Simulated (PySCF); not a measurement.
# Radial density of Xe³⁺ (xenon, charge +3)

UHF, [Kr] 4d10 5s2 5p3, high-spin 4S determinant. Computed with PySCF 2.14 in aug-cc-pwCVTZ-DK3 with one added diffuse shell each of s, p, d, f type (11s10p8d5f1g, 125 functions), with the spin-free X2C one-electron Hamiltonian (Gaussian nucleus).

```tsv
r (bohr)	4πr²ρ (e/bohr)	4πr²(ρα − ρβ)
0.0249	66.60	0.0313
0.0419	62.60	0.0830
0.0705	88.14	0.0843
0.119	75.25	-0.0153
0.199	72.59	0.1772
0.335	52.06	0.0049
0.564	27.16	0.4487
0.949	19.11	-0.0578
1.60	5.078	1.9319
2.69	1.238	0.8823
4.52	0.01941	0.0166
```

Densities and radii are taken from the X2C orbitals without a picture-change correction, which distorts them close to the nucleus.

Q: Where is the radial spin density 4πr²(ρα − ρβ) most negative, and why is it negative at all?

A: Around r = 0.949 bohr, down to -0.0578 e/bohr: exchange with the open shell polarises the paired shells in an unrestricted calculation.
